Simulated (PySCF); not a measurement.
## Optical rotation: `[C@@H](C=O)(F)[C@@H]1O[C@@H]1F`, C$_{4}$H$_{4}$F$_{2}$O$_{2}$

Molfile (atoms numbered from 1):
```
C4H4F2O2
     RDKit          3D

 12 12  0  0  0  0  0  0  0  0999 V2000
   -2.5108   -0.1257    0.6936 O   0  0  0  0  0  0  0  0  0  0  0  0
   -1.9020    0.2041   -0.2752 C   0  0  0  0  0  0  0  0  0  0  0  0
   -0.4617    0.7015   -0.2619 C   0  0  2  0  0  0  0  0  0  0  0  0
   -0.2278    1.4272   -1.4059 F   0  0  0  0  0  0  0  0  0  0  0  0
    0.4973   -0.4815   -0.2607 C   0  0  2  0  0  0  0  0  0  0  0  0
    0.5544   -1.2781    0.8916 O   0  0  0  0  0  0  0  0  0  0  0  0
    1.6560   -0.5094    0.6383 C   0  0  2  0  0  0  0  0  0  0  0  0
    1.8551    0.5426    1.4594 F   0  0  0  0  0  0  0  0  0  0  0  0
   -2.3233    0.1721   -1.2966 H   0  0  0  0  0  0  0  0  0  0  0  0
   -0.2790    1.3563    0.5993 H   0  0  0  0  0  0  0  0  0  0  0  0
    0.5464   -1.0150   -1.2069 H   0  0  0  0  0  0  0  0  0  0  0  0
    2.5965   -0.9948    0.3990 H   0  0  0  0  0  0  0  0  0  0  0  0
  1  2  2  0
  2  3  1  0
  3  4  1  0
  3  5  1  0
  5  6  1  0
  6  7  1  0
  7  8  1  0
  7  5  1  0
  2  9  1  0
  3 10  1  1
  5 11  1  6
  7 12  1  6
M  END
```

Level of theory: TDDFT PBE0/def2-SVPD circular dichroism and optical rotation, one conformer, gas phase in PySCF 2.14.0. Geometry: GFN2-xTB.

The molecule is flexible and this is one conformer; a measurement averages over conformers. States above about 8.0 eV (minus the energy of the highest occupied orbital) lie near or above the ionisation threshold and depend on the basis.

Stereocentres: C3 R, C5 S, C7 R.

(1) Give the optical rotatory dispersion at 633, 589.3, 546, 436, 405, 365, 355 nm.

Results:

(1) [α] in deg dm⁻¹ (g/mL)⁻¹:
| λ (nm) | origin-invariant length gauge | modified velocity gauge | length gauge (centre of mass) | isotropic polarisability (au) |
| --- | --- | --- | --- | --- |
| 633 | +9.8 | -1.1 | +8.7 | 54.8 |
| 589.3 | +15.9 | +2.4 | +14.5 | 54.9 |
| 546 | +26.0 | +8.9 | +24.4 | 55.1 |
| 436 | +113.5 | +74.1 | +110.7 | 56.0 |
| 405 | +193.6 | +137.9 | +190.2 | 56.4 |
| 365 | +461.8 | +358.7 | +457.5 | 57.0 |
| 355 | +606.9 | +480.0 | +602.2 | 57.3 |

Where the gauges differ in sign the basis doesn't settle the rotation.

Problem. And for the mirror image at 589.3 nm?

Solution. -15.9 deg dm⁻¹ (g/mL)⁻¹ (origin-invariant length gauge): the same size and the opposite sign.

Problem. What is the molar rotation [Φ] = [α]·M/100 of the geometry above at 589.3 nm?

Solution. With M = 122.07 g/mol, +19.4 deg cm² dmol⁻¹ (origin-invariant length gauge).

The first excitation lies at 4.12 eV (301 nm) with R = +4.8 × 10⁻⁴⁰ esu² cm² (velocity form).
